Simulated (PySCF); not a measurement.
B (boron, neutral) across methods

[He] 2s1 2p1 3s1, high-spin 4P determinant (an excited configuration). Calculation: PySCF 2.14, in aug-cc-pVTZ-DK; the spin-free X2C one-electron Hamiltonian (Gaussian nucleus).

| method | E (hartree) | mean ε 2s α (eV) | mean ε 2p α (eV) | mean ε 3s α (eV) | Σ⟨r²⟩ (bohr²) | ⟨S²⟩ |
| --- | --- | --- | --- | --- | --- | --- |
| UHF | -24.24190 | -21.732 | -15.393 | -3.114 | 45.37 | 3.750 |
| M06-2X | -24.3043 | -18.519 | -12.062 | -2.676 | 45.33 | 3.750 |
| r2SCAN0 | -24.3100 | -17.383 | -11.408 | -2.225 | 45.07 | 3.750 |
| PBE | -24.2792 | -15.403 | -9.631 | -1.924 | 44.99 | 3.750 |
| PBE0 | -24.2878 | -17.079 | -11.139 | -2.291 | 45.12 | 3.750 |
| r2SCAN | -24.3094 | -15.869 | -10.054 | -1.882 | 45.20 | 3.750 |
| PBEsol | -24.1467 | -15.326 | -9.480 | -1.896 | 45.11 | 3.750 |
| LDA | -24.0201 | -15.308 | -9.472 | -1.911 | 44.65 | 3.750 |
| B97-3 | -24.3134 | -17.120 | -11.150 | -2.268 | 45.11 | 3.750 |

The outer electron is Rydberg-like, and this basis confines it to a smaller radius and binds it less than a complete one would.
